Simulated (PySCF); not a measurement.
glyoxal (C2H2O2), singlet, at a GFN2-xTB geometry, with bond 4-1 at 1.3 times its length. Base run: PySCF with PBE/6-31G**.

The PySCF input:
```python
from pyscf import gto, scf, dft

mol = gto.M(
    atom='''
C     0.020264    0.758340    0.007480
C    -0.020264   -0.758340   -0.007480
O     1.039602    1.385374    0.031588
H    -1.278883    1.369433   -0.010008
O    -1.039602   -1.385374   -0.031588
H     0.979080   -1.228412    0.005972
''',
    basis='6-31g**',
    charge=0,
    spin=0,
    verbose=4,
)

mf = dft.RKS(mol)
mf.xc = 'pbe'
mf.kernel()
```

The base run was repeated with changes; each row names its change, and settings that it needs were set with it.

```json
[
 {"change": "base", "ΔE vs base (µEh)": "0.0", "SCF cycles": "11", "outcome": "converged"},
 {"change": "diis_space = 2", "ΔE vs base (µEh)": "-", "SCF cycles": "50", "outcome": "not converged"},
 {"change": "diis_space = 12", "ΔE vs base (µEh)": "0.0", "SCF cycles": "11", "outcome": "converged"},
 {"change": "solver = newton", "ΔE vs base (µEh)": "0.0", "SCF cycles": "-", "outcome": "converged"},
 {"change": "level_shift = 0.1 (with mf.max_cycle = 100)", "ΔE vs base (µEh)": "0.0", "SCF cycles": "12", "outcome": "converged"},
 {"change": "conv_tol = 1e-7", "ΔE vs base (µEh)": "0.0", "SCF cycles": "10", "outcome": "converged"},
 {"change": "init_guess = mod_huckel", "ΔE vs base (µEh)": "0.0", "SCF cycles": "14", "outcome": "converged"},
 {"change": "damp = 0.5; diis_start_cycle = 5", "ΔE vs base (µEh)": "0.0", "SCF cycles": "16", "outcome": "converged"},
 {"change": "level_shift = 0.3 (with mf.max_cycle = 100)", "ΔE vs base (µEh)": "0.0", "SCF cycles": "16", "outcome": "converged"},
 {"change": "conv_tol = 1e-11", "ΔE vs base (µEh)": "0.0", "SCF cycles": "12", "outcome": "converged"},
 {"change": "conv_tol_grad = 1e-7", "ΔE vs base (µEh)": "0.0", "SCF cycles": "13", "outcome": "converged"},
 {"change": "init_guess = sap", "ΔE vs base (µEh)": "0.0", "SCF cycles": "13", "outcome": "converged"},
 {"change": "conv_tol = 1e-6", "ΔE vs base (µEh)": "0.1", "SCF cycles": "9", "outcome": "converged"}
]
```
